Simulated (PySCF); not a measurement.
C4H3FO2S (charge -1 and doublet state).
SMILES with atom numbers: `[OH:1][C:2]1=[C:3]([OH:4])[S:5][C:6]([F:7])[CH-:8]1` (hydrogens: H9 on O1; H10 on O4; H11 on C8)

Cartesian coordinates in Å at the GFN2-xTB level; atoms count from 1:
```xyz
11
C4H3FO2S angstrom
O     -1.050    1.817   -0.314
C     -0.216    0.699   -0.304
C     -0.725   -0.582   -0.208
O     -2.076   -0.899   -0.447
S      0.527   -1.827   -0.385
C      1.756   -0.498   -0.552
F      3.011   -0.777    0.006
C      1.167    0.752   -0.260
H     -1.942    1.459   -0.382
H     -2.191   -1.794   -0.114
H      1.744    1.652   -0.141
```

The hyperfine couplings belong to this conformer and change with its torsions.

Computed with PySCF 2.14.0, UKS B3LYP, pcH-1 on C F H O S, non-relativistic, mean-field spin-orbit, GIAO. Whether the extra electron is bound in the gas phase wasn't checked; a finite basis holds it in any case. A GFN2-xTB geometry isn't a minimum of the functional, and hyperfine couplings can be far from their values at a DFT geometry, by a factor of two or more for some ions and for spin on atoms past the first row. The SCF solution wasn't tested for stability.

Principal values of hyperfine tensors in MHz (contact, dipolar and spin–orbit terms together), for some of the nuclei:

| atom | isotope | A1 | A2 | A3 |
| --- | --- | --- | --- | --- |
| F7 | 19F | 266.14 | 286.56 | 632.76 |
| C3 | 13C | 23.66 | 25.37 | 95.79 |
| S5 | 33S | 15.71 | 17.72 | 73.04 |
| C8 | 13C | 4.89 | 6.71 | 61.97 |
| O4 | 17O | -35.12 | -17.87 | -15.94 |
| H11 | 1H | -24.41 | -16.29 | -2.87 |
| C2 | 13C | -25.45 | -8.12 | -7.31 |
| H10 | 1H | 9.74 | 12.68 | 18.03 |

Q: Split each tensor into its isotropic and traceless parts, and turn a_iso into mT with g = 2.0043.

A: a_iso = (A1 + A2 + A3)/3, Ti = Ai − a_iso; 1 mT corresponds to 28.053 MHz. The tensors hold a spin–orbit part: the run splits a_iso into a_FC + a_SO, and T includes its anisotropic share.

```json
{"atom": "F7", "a_iso (MHz)": "395.15", "a_FC": "393.93", "a_SO": "1.22", "a_iso (mT)": "14.086", "T1": "-129.02", "T2": "-108.59", "T3": "237.60"}
{"atom": "C3", "a_iso (MHz)": "48.27", "a_FC": "47.94", "a_SO": "0.33", "a_iso (mT)": "1.721", "T1": "-24.61", "T2": "-22.91", "T3": "47.51"}
{"atom": "S5", "a_iso (MHz)": "35.49", "a_FC": "35.95", "a_SO": "-0.46", "a_iso (mT)": "1.265", "T1": "-19.78", "T2": "-17.77", "T3": "37.55"}
{"atom": "C8", "a_iso (MHz)": "24.52", "a_FC": "24.59", "a_SO": "-0.07", "a_iso (mT)": "0.874", "T1": "-19.63", "T2": "-17.82", "T3": "37.45"}
{"atom": "O4", "a_iso (MHz)": "-22.98", "a_FC": "-23.02", "a_SO": "0.04", "a_iso (mT)": "-0.819", "T1": "-12.14", "T2": "5.11", "T3": "7.04"}
{"atom": "H11", "a_iso (MHz)": "-14.52", "a_FC": "-14.52", "a_SO": "0.00", "a_iso (mT)": "-0.518", "T1": "-9.88", "T2": "-1.77", "T3": "11.66"}
{"atom": "C2", "a_iso (MHz)": "-13.62", "a_FC": "-13.62", "a_SO": "0.00", "a_iso (mT)": "-0.486", "T1": "-11.82", "T2": "5.51", "T3": "6.32"}
{"atom": "H10", "a_iso (MHz)": "13.49", "a_FC": "13.43", "a_SO": "0.05", "a_iso (mT)": "0.481", "T1": "-3.74", "T2": "-0.81", "T3": "4.55"}
```

Q: What spin density at the nucleus of C3 lies behind its contact coupling (g_N = 1.40482)?

A: a_FC = (2μ0/3) gₑ μB g_N μN ρ(0)/(2S·h) = 800.24 MHz × g_N × ρ(0)/(2S), with ρ in bohr⁻³. With a_FC = 47.94 MHz and 2S = 1, ρ(0) = 0.04265 bohr⁻³.

Q: C6 (13C, g_N = 1.40482) isn't in the table. Its spin density at the nucleus is 0.3392 bohr⁻³. What is its contact coupling?

A: By the same relation, a_FC = 381.4 MHz. The spin–orbit term adds +0.22 MHz. Its full tensor has the principal values 342.57, 345.31, 456.86 MHz.

Q: Which nucleus of the table has the largest anisotropic coupling, and what is its form?

A: F7: -129.0, -108.6, 237.6 MHz (the dipolar term alone has -129.2, -109.8, 239.0), rhombic: the two smaller values differ by 9 % of the largest.

Q: What first-order splitting does S5 cause when the field lies along A1, A2 or A3 of its tensor (g taken as isotropic, no quadrupole term)?

A: 4 lines (I = 3/2), spaced by |A_i|/(g × 13.996): 0.56, 0.63, 2.60 mT along the axes of A1, A2 and A3.
